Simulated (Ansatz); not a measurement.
[closo-B5H5]2- (B5H5²⁻). Total charge -2; singlet. Geometry PBE0-D4/def2-SVPD; atoms count from 1.

Cartesian coordinates in Å:
```
B 0.7533 -0.5128 -0.5268
B -0.3859 0.9029 -0.3800
B 0.9187 0.6706 0.6611
B -0.9190 -0.6708 -0.6605
B -0.3677 -0.3897 0.9064
H 1.6361 -1.1144 -1.1446
H -0.8376 1.9616 -0.8252
H 1.7737 1.2943 1.2765
H -1.7733 -1.2955 -1.2758
H -0.7981 -0.8462 1.9690
```

A multiply charged anion in the gas phase is held together partly by the finite basis. Removing one electron lowers the energy by 2.60 eV at PBE0-D4/def2-TZVPD, so it isn't bound. The highest occupied level of the charge -2 singlet lies above zero (up to 4.20 eV). By energy differences it is unbound by 2.60 eV (vertical, against the charge -1 doublet, at PBE0-D4/def2-TZVPD) and held by the finite basis.

(1) Estimate the Mulliken populations from the PBE0/def2-TZVPD orbitals of Ansatz.

(2) And the Mayer bond orders between heavy atoms (over 0.3)?

Answers

(1) 
```tsv
atom	charge (e)
B1	-0.89
B2	-0.89
B3	0.62
B4	0.62
B5	-0.89
H6	-0.09
H7	-0.09
H8	-0.15
H9	-0.15
H10	-0.09
```
Mulliken values depend strongly on the basis. With diffuse functions, as here, like atoms can get unlike values, and bond orders can come out too low or too high.

(2) B1–B2 1.21 (1.82 Å); B1–B3 0.82 (1.68 Å); B1–B4 0.82 (1.69 Å); B1–B5 1.21 (1.82 Å); B2–B3 0.82 (1.69 Å); B2–B4 0.82 (1.69 Å); B2–B5 1.20 (1.82 Å); B3–B4 0.69 (2.63 Å); B3–B5 0.82 (1.68 Å); B4–B5 0.82 (1.68 Å).
